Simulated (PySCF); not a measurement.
## Calculated data, GeH$_{4}$NOSi, GeH$_{5}$NOSi, ClGeH$_{4}$OSi, GeH$_{5}$O$_{2}$Si and others

Calculation on a computer-drawn molecule: the log of a Hartree-Fock and frozen-core CCSD(T) single point meant for a local Hartree-Fock minimum, with one planted fault or none, to be diagnosed. Offsets are logged minus clean, where the clean run is the same molecule without the fault. The reference is restricted for singlets and unrestricted otherwise, and also for a bond in bohr or an excited solution. Adding or removing an electron swaps singlet and doublet. The excited solution moves the top pair (singlet) or top alpha electron (doublet) to the lowest empty orbital. Highest occupied and lowest empty are orbital energies over both spins, largest force is the largest gradient component, triples share is (T) over the correlation energy, the T1 limit is 0.02 restricted and 0.045 unrestricted, electrons count all cores, a negative frequency is imaginary (commonest isotopes), and the dipole is about the centre of nuclear charge; on germanium a core potential holds 10 electrons, which the energies leave out, and 3d is frozen in MP2 and coupled-cluster steps. Program: PySCF 2.14.0.

Common to all runs: meant basis cc-pV(D+d)Z; meant basis and core potential on germanium cc-pVDZ-PP ECP10MDF; logged SCF converged yes; possible faults no fault, one electron removed, one electron added, multiplicity raised by two, geometry at a saddle point, SCF held on an excited solution, minimal basis STO-3G, one bond length entered in bohr, all coordinates scaled.

(1) 
```xyz
8
formula=GeH4NOSi meant_charge=1 meant_multiplicity=1 logged_electrons=64 logged_basis_functions=94 logged_spin_squared=0 logged_highest_occupied=-16.054 logged_lowest_empty=-4.2966 logged_largest_force=3.132e-05 logged_lowest_frequency=-125.48 logged_T1_diagnostic=0.017138 logged_D1_diagnostic=0.048263 logged_triples_share=0.028885 logged_CC_converged=yes logged_dipole_magnitude=1.6831 logged_SCF_stable_within_its_kind=yes logged_energy_HF=-713.74462 logged_energy_CCSD(T)=-714.30308 planted_fault=geometry_at_a_saddle_point HF_energy_offset_from_clean_run=2.609 CCSD(T)_energy_offset_from_clean_run=3.631
O     -1.8327     0.9632     0.0000
Si    -1.1431    -0.4673     0.0000
N      0.4324    -0.6793     0.0000
Ge     1.9849     0.0220     0.0000
H     -2.7677     1.1314     0.0000
H     -2.0626    -1.5932     0.0000
H      2.2063     1.5201     0.0000
H      3.1824    -0.8968     0.0000
```

Units: logged_highest_occupied, logged_lowest_empty in eV; logged_largest_force in hartree/bohr; logged_lowest_frequency in cm⁻¹; logged_dipole_magnitude in debye; logged_energy_HF, logged_energy_CCSD(T) in hartree; HF_energy_offset_from_clean_run, CCSD(T)_energy_offset_from_clean_run in kcal/mol.

Drawn bonds:
```
atom  other atom  order
   1           2      1
   2           3      2
   3           4      1
   1           5      1
   2           6      1
   4           7      1
   4           8      1
```

(2) 
```xyz
9
formula=GeH5NOSi meant_charge=0 meant_multiplicity=1 logged_electrons=67 logged_basis_functions=99 logged_spin_squared=0.7689 logged_highest_occupied=1.3868 logged_lowest_empty=8.3877 logged_largest_force=0.09439 logged_T1_diagnostic=0.016826 logged_D1_diagnostic=0.061738 logged_triples_share=0.027305 logged_CC_converged=yes logged_dipole_magnitude=4.1588 logged_SCF_stable_within_its_kind=yes logged_energy_HF=-714.48477 logged_energy_CCSD(T)=-715.09217 planted_fault=one_electron_added HF_energy_offset_from_clean_run=50.51 CCSD(T)_energy_offset_from_clean_run=44.16
O      0.4068    -0.5327     2.8021
Si     1.0748     0.2238     1.5358
N      0.3880     0.4429     0.1656
Ge     0.3638     1.0644    -1.5281
H     -0.4739    -0.8678     2.6963
H      2.4053     0.6154     2.0027
H      0.1424    -0.1025    -2.4995
H     -0.7829     2.0712    -1.6887
H      1.6812     1.7657    -1.9051
```

Units: logged_highest_occupied, logged_lowest_empty in eV; logged_largest_force in hartree/bohr; logged_dipole_magnitude in debye; logged_energy_HF, logged_energy_CCSD(T) in hartree; HF_energy_offset_from_clean_run, CCSD(T)_energy_offset_from_clean_run in kcal/mol.

Drawn bonds:
```
atom  other atom  order
   1           2      1
   2           3      2
   3           4      1
   1           5      1
   2           6      1
   4           7      1
   4           8      1
   4           9      1
```

Notes: highest electron not bound in this basis.

(3) 
```xyz
8
formula=ClGeH4OSi meant_charge=0 meant_multiplicity=2 logged_electrons=75 logged_basis_functions=103 logged_spin_squared=0.7899 logged_highest_occupied=-4.1232 logged_lowest_empty=-1.5663 logged_largest_force=0.070209 logged_dipole_magnitude=3.9113 logged_SCF_stable_within_its_kind=no logged_energy_HF=-1118.89817 planted_fault=SCF_held_on_an_excited_solution HF_energy_offset_from_clean_run=101.7
O     -0.8231     3.0898    -0.2067
Si    -0.2442     1.6488    -0.7847
Ge    -1.2315    -0.2431     0.3406
Cl    -0.4071    -2.0115    -0.6620
H     -1.7172     3.3376    -0.3896
H      1.2148     1.6683    -0.5508
H     -0.8823    -0.4108     1.8200
H     -2.7478    -0.3330     0.1620
```

Units: logged_highest_occupied, logged_lowest_empty in eV; logged_largest_force in hartree/bohr; logged_dipole_magnitude in debye; logged_energy_HF in hartree; HF_energy_offset_from_clean_run in kcal/mol.

Drawn bonds:
```
atom  other atom  order
   1           2      1
   2           3      1
   3           4      1
   1           5      1
   2           6      1
   3           7      1
   3           8      1
```

Notes: coupled-cluster numbers left out as unreliable.

(4) 
```xyz
9
formula=GeH5O2Si meant_charge=0 meant_multiplicity=2 logged_electrons=67 logged_basis_functions=99 logged_spin_squared=0.8363 logged_highest_occupied=-3.2334 logged_lowest_empty=-0.56549 logged_largest_force=0.065922 logged_dipole_magnitude=2.3716 logged_SCF_stable_within_its_kind=no logged_energy_HF=-734.83474 planted_fault=SCF_held_on_an_excited_solution HF_energy_offset_from_clean_run=106.3
O     -0.9974    -0.3578     1.9344
Si    -0.9688    -0.1804     0.2853
O     -0.5759     1.3985     0.0303
Ge    -3.1367    -0.5600    -0.7307
H     -1.0012    -1.2307     2.2981
H     -0.1154     1.8614     0.7165
H     -3.5760    -2.0057    -0.4512
H     -4.2143     0.3855    -0.1825
H     -3.0437    -0.3791    -2.2497
```

Units: logged_highest_occupied, logged_lowest_empty in eV; logged_largest_force in hartree/bohr; logged_dipole_magnitude in debye; logged_energy_HF in hartree; HF_energy_offset_from_clean_run in kcal/mol.

Drawn bonds:
```
atom  other atom  order
   1           2      1
   2           3      1
   2           4      1
   1           5      1
   3           6      1
   4           7      1
   4           8      1
   4           9      1
```

Notes: coupled-cluster numbers left out as unreliable.

(5) 
```xyz
9
formula=GeH5O2Si meant_charge=0 meant_multiplicity=2 logged_electrons=68 logged_basis_functions=99 logged_spin_squared=0 logged_highest_occupied=-0.16525 logged_lowest_empty=8.6736 logged_largest_force=0.075268 logged_T1_diagnostic=0.014148 logged_D1_diagnostic=0.045427 logged_triples_share=0.022978 logged_CC_converged=yes logged_dipole_magnitude=2.3028 logged_SCF_stable_within_its_kind=yes logged_energy_HF=-734.97202 logged_energy_CCSD(T)=-735.6043 planted_fault=one_electron_added HF_energy_offset_from_clean_run=20.19 CCSD(T)_energy_offset_from_clean_run=3.235
O     -0.9974    -0.3578     1.9344
Si    -0.9688    -0.1804     0.2853
O     -0.5759     1.3985     0.0303
Ge    -3.1367    -0.5600    -0.7307
H     -1.0012    -1.2307     2.2981
H     -0.1154     1.8614     0.7165
H     -3.5760    -2.0057    -0.4512
H     -4.2143     0.3855    -0.1825
H     -3.0437    -0.3791    -2.2497
```

Units: logged_highest_occupied, logged_lowest_empty in eV; logged_largest_force in hartree/bohr; logged_dipole_magnitude in debye; logged_energy_HF, logged_energy_CCSD(T) in hartree; HF_energy_offset_from_clean_run, CCSD(T)_energy_offset_from_clean_run in kcal/mol.

Drawn bonds:
```
atom  other atom  order
   1           2      1
   2           3      1
   2           4      1
   1           5      1
   3           6      1
   4           7      1
   4           8      1
   4           9      1
```

(6) 
```xyz
7
formula=GeH3NOSi meant_charge=0 meant_multiplicity=1 logged_electrons=65 logged_basis_functions=89 logged_spin_squared=0.7753 logged_highest_occupied=-0.51184 logged_lowest_empty=7.1334 logged_largest_force=0.073123 logged_T1_diagnostic=0.02204 logged_D1_diagnostic=0.081768 logged_triples_share=0.033345 logged_CC_converged=yes logged_dipole_magnitude=2.5851 logged_SCF_stable_within_its_kind=yes logged_energy_HF=-713.34905 logged_energy_CCSD(T)=-713.93563
O      0.0823    -0.3769     0.1984
Si     1.5489    -0.1825     1.0032
N      1.9994     1.3895     0.5339
Ge     1.5522     2.2870    -0.8177
H     -0.3513    -1.2063     0.3427
H      1.9419     3.7575    -0.9226
H      0.8693     1.7832    -2.0857
```

Units: logged_highest_occupied, logged_lowest_empty in eV; logged_largest_force in hartree/bohr; logged_dipole_magnitude in debye; logged_energy_HF, logged_energy_CCSD(T) in hartree.

Drawn bonds:
```
atom  other atom  order
   1           2      1
   2           3      1
   3           4      2
   1           5      1
   4           6      1
   4           7      1
```

(7) 
```xyz
9
formula=CH5AlBGe meant_charge=1 meant_multiplicity=1 logged_electrons=61 logged_basis_functions=99 logged_spin_squared=0.8803 logged_highest_occupied=-6.513 logged_lowest_empty=0.4757 logged_largest_force=0.040312 logged_T1_diagnostic=0.032452 logged_D1_diagnostic=0.12763 logged_triples_share=0.038065 logged_CC_converged=yes logged_dipole_magnitude=1.4777 logged_SCF_stable_within_its_kind=yes logged_energy_HF=-600.64012 logged_energy_CCSD(T)=-601.06841
Al    -1.1827     3.0152     1.9971
B     -0.2021     1.2490     1.7525
C      0.4624     0.0791     1.4770
Ge     0.9182    -0.2419    -0.4447
H     -1.9279     4.3535     2.1903
H      0.7704    -0.6923     2.1754
H      2.4333    -0.3370    -0.5317
H      0.2128    -1.5232    -0.8603
H      0.3925     0.9604    -1.2315
```

Units: logged_highest_occupied, logged_lowest_empty in eV; logged_largest_force in hartree/bohr; logged_dipole_magnitude in debye; logged_energy_HF, logged_energy_CCSD(T) in hartree.

Drawn bonds:
```
atom  other atom  order
   1           2      1
   2           3      2
   3           4      1
   1           5      1
   3           6      1
   4           7      1
   4           8      1
   4           9      1
```

(8) 
```xyz
6
formula=AlGeH3N meant_charge=1 meant_multiplicity=1 logged_electrons=54 logged_basis_functions=75 logged_spin_squared=0 logged_highest_occupied=-14.535 logged_lowest_empty=-4.0704 logged_largest_force=0.038128 logged_T1_diagnostic=0.027036 logged_D1_diagnostic=0.07257 logged_triples_share=0.042424 logged_CC_converged=yes logged_dipole_magnitude=3.8913 logged_SCF_stable_within_its_kind=yes logged_energy_HF=-591.18748 logged_energy_CCSD(T)=-591.54047
Al    -2.2488    -0.8599    -2.3316
N     -0.9233    -0.4507    -1.1905
Ge     0.4301    -0.0322    -0.0246
H     -3.4810    -1.2406    -3.3927
H      0.7744    -1.0036     1.2539
H      1.3328     1.3244    -0.2292
```

Units: logged_highest_occupied, logged_lowest_empty in eV; logged_largest_force in hartree/bohr; logged_dipole_magnitude in debye; logged_energy_HF, logged_energy_CCSD(T) in hartree.

Drawn bonds:
```
atom  other atom  order
   1           2      1
   2           3      2
   1           4      1
   3           5      1
   3           6      1
```

Notes: T1 above single-reference limit.

## Withheld values
1. Give the missing planted fault for GeH$_{3}$NOSi (entry 6).
2. CH$_{5}$AlBGe (entry 7): planted fault?
3. Which fault was planted in the run of AlGeH$_{3}$N (entry 8)?

Answers
1. one electron added
2. one electron added
3. all coordinates scaled, by +8.5 %

Further results for GeH$_{3}$NOSi (entry 6):

* HF energy offset from clean run: 3.82 kcal/mol
* CCSD(T) energy offset from clean run: -1.633 kcal/mol

Further results for CH$_{5}$AlBGe (entry 7):

- HF energy offset from clean run: -135.8 kcal/mol
- CCSD(T) energy offset from clean run: -144.4 kcal/mol

Further results for AlGeH$_{3}$N (entry 8):

- HF energy offset from clean run: 26.11 kcal/mol
- CCSD(T) energy offset from clean run: 14.55 kcal/mol
